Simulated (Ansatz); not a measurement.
Relaxation of H₉OPSi₂ (13 atoms, charge 0, multiplicity 1), to a largest force component of 0.03 eV/Å in at most 50 steps.

These are results of RHF/6-31G* (Ansatz), not measurements.

```xyz
13
Properties=species:S:1:pos:R:3
Si 0.469 -0.361 -0.514
O -0.458 -0.561 2.217
Si -1.717 -0.469 3.292
H -2.875 -1.149 2.695
H -1.339 -1.131 4.556
H -2.065 0.935 3.576
H 0.966 -0.264 -1.907
H 0.545 0.992 0.060
H -0.923 -0.831 -0.569
P 1.795 -1.734 0.607
H 1.014 -2.897 0.542
H 2.676 -2.094 -0.418
H 0.439 -0.647 2.574
```

Where does it end, and by what steps?

It converged. The force dipped under the threshold on the way, but the program's further checks kept it going. After 30 steps the energy has fallen by 0.186 eV; H4 moved furthest, 1.50 Å.

| step | energy less start (eV) | largest force component (eV/Å) | accepted |
| --- | --- | --- | --- |
| 0 | 0.0000 | 1.084 | yes |
| 2 | -0.1209 | 0.161 | yes |
| 4 | -0.1303 | 0.086 | yes |
| 6 | -0.1335 | 0.168 | yes |
| 8 | -0.1405 | 0.135 | yes |
| 10 | -0.1485 | 0.226 | yes |
| 12 | -0.1614 | 0.207 | yes |
| 14 | -0.1675 | 0.060 | yes |
| 16 | -0.1700 | 0.305 | yes |
| 18 | -0.1774 | 0.030 | yes |
| 20 | -0.1793 | 0.078 | yes |
| 22 | -0.1807 | 0.055 | yes |
| 24 | -0.1816 | 0.094 | no |
| 26 | -0.1833 | 0.030 | yes |
| 28 | -0.1843 | 0.135 | yes |
| 30 | -0.1857 | 0.014 | yes |

```xyz
13
Properties=species:S:1:pos:R:3
Si 0.615 -0.565 -1.123
O -1.192 -0.729 2.410
Si -1.897 -0.368 3.853
H -3.294 -0.010 3.571
H -1.859 -1.520 4.778
H -1.226 0.766 4.521
H 1.301 -0.687 -2.424
H 0.542 0.857 -0.745
H -0.738 -1.135 -1.228
P 1.712 -1.662 0.533
H 1.861 -2.901 -0.106
H 3.007 -1.195 0.268
H -0.305 -1.063 2.401
```

The run took 70 s on 1 thread of Arm Neoverse V1 (shared host), peak memory 0.17 GiB.
